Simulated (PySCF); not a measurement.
CdCl (SMILES [Cl][Cd]), doublet, geometry from GFN2-xTB (such geometries of metal compounds can be far from the true shape) (the spin is typed, not shown lowest) (all electrons, no relativity). Base run: PySCF with M062X/3-21G.

Input for PySCF:
```python
from pyscf import gto, scf, dft

mol = gto.Mole()
mol.atom = '''
    Cd   -0.00000000   -0.00000000   -0.63633937
    Cl    0.00000000    0.00000000    1.79672293
'''
mol.basis = '3-21g'
mol.spin = 1
mol.verbose = 4
mol.build()

mf = dft.UKS(mol)
mf.xc = 'm062x'
mf.kernel()
mf.analyze()
```

The base run was repeated with changes; each row names its change, and settings that it needs were set with it.

| change | ΔE vs base (mEh) | grid points | electrons on the grid | outcome |
|---|---|---|---|---|
| base | 0.000 | 41272 | 65.00000 | converged |
| grids.atom_grid = (75, 302) | 9.123 | 27120 | 65.00001 | converged |
| grids.atom_grid = (50, 194) | -83.462 | 12608 | 65.00001 | converged |
| small_rho_cutoff = 0 | 0.000 | 41272 | 65.00000 | converged |
| grids.level = 7 | -0.515 | 178936 | 65.00000 | converged |
| grids.prune = off | 0.001 | 75952 | 65.00000 | converged |
| grids.level = 5 | -0.484 | 91456 | 65.00000 | converged |
| grids.level = 4 | -0.341 | 61552 | 65.00000 | converged |
| grids.prune = dft.gen_grid.sg1_prune | - | - | - | input refused |
| grids.radi_method = mura_knowles | -0.453 | 36352 | 65.00000 | converged |
| grids.level = 2 | 1.740 | 26152 | 65.00001 | converged |

Open shells are given as the SCF converged; they aren't shown to be the lowest states, and a large step between rows can be another state.

- grids.prune = dft.gen_grid.sg1_prune: ended with `IndexError: index 48 is out of bounds for axis 0 with size 19`
